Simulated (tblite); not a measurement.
Compound: C4H10ClFSi2.
Structure used (GFN2-xTB), in Å, numbered top down from 1:
```xyz
18
C4H10ClFSi2 angstrom
C     -2.374    0.564   -0.407
C     -1.287   -0.498   -0.338
C     -0.105   -0.038    0.511
Si     0.952    1.394   -0.260
Si     2.564   -0.275   -0.043
Cl     4.046   -0.097    1.332
C      0.977   -1.146    0.689
F      0.658   -2.293   -0.025
H     -3.200    0.225   -1.028
H     -2.759    0.782    0.587
H     -1.980    1.488   -0.828
H     -0.940   -0.737   -1.346
H     -1.706   -1.415    0.085
H     -0.496    0.228    1.497
H      0.954    2.604    0.571
H      0.527    1.782   -1.609
H      3.119   -1.083   -1.128
H      1.044   -1.479    1.730
```

All values are computed: GFN2-xTB (tblite) harmonic vibrations without scaling, gas phase. Errors from tens to a few hundred cm⁻¹ against measured bands are possible. Modes of hydrogen on silicon can be 10 to 20 % off. One conformer, not necessarily the lowest. The optimisation stopped once no atom felt more than 0.01 eV/Å.

Lowest wavenumbers of the output (negative numbers stand for imaginary wavenumbers):
```
mode    cm-1
  1     -28.5
  2      87.4
  3     101.5
  4     121.8
  5     170.0
  6     207.2
  7     253.2
  8     261.6
  9     318.9
 10     345.9
```

**Question.** Is this structure a minimum?

**Answer.** Not by this Hessian. 1 mode is imaginary beyond 20i (28i cm⁻¹), so at this level the point lies at or near a first-order saddle. The curvature is small, so loose convergence or finite differences may be the whole cause.

**Question.** Which atoms move in the imaginary mode?

**Answer.** 28i: F8 (alkyl fluorine) 21 %, Si4 (SiH2 silicon) 20 %, Cl6 (silicon-bound chlorine) 15 %, C1 (methyl carbon) 14 %. These are shares of the mass-weighted motion.

**Question.** What is the remedy?

**Answer.** Step along that mode in both directions, optimise again with tighter thresholds and repeat the frequencies. The zero-point energy of this point (80.3 kcal/mol) counts the 47 real modes alone, and thermal corrections from it aren't those of a minimum.

On one thread, Arm Neoverse N1 (aarch64), no GPU, shared host with 64 logical CPUs at a one-minute load of 60, this took 1.5 s. The figure is for the frequency step alone.
